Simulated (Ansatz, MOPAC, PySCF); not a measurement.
Lewis adduct: AlH3 (SMILES [AlH3]) (first 4 atoms) with AsH3 (SMILES [AsH3]); geometry from B3LYP-D3(BJ)/def2-TZVP.
(charge 0, multiplicity 1):
```xyz
8

Al     0.28220     0.62546     0.56096
H     -0.54048    -0.29261    -0.44148
H     -0.24747     2.09129     0.86980
H      1.81159     0.28936     0.83026
As    -0.65179    -0.48964     2.79868
H     -0.18669     0.01034     4.14651
H     -0.43268    -1.96112     3.06276
H     -2.13310    -0.46808     3.09571
```

Interaction energies are E(AB) − E(A) − E(B) at the monomers' geometry in the complex; basis-set methods are counterpoise corrected.

The state that AM1 reach isn't checked.

Codes used: Ansatz (a quantum-chemistry and plane-wave program) with Gaussian orbitals; MOPAC for AM1 (differences of heats of formation); PySCF for the dispersion terms. 

Problem. One of these levels gives -752.3 meV for the interaction energy. Which one is it?
A. PBE-D3(BJ)/def2-TZVPPD
B. revPBE/def2-TZVPPD
C. AM1

Solution. A, PBE-D3(BJ)/def2-TZVPPD. The others give -629.8 (AM1), -565.6 (revPBE/def2-TZVPPD)
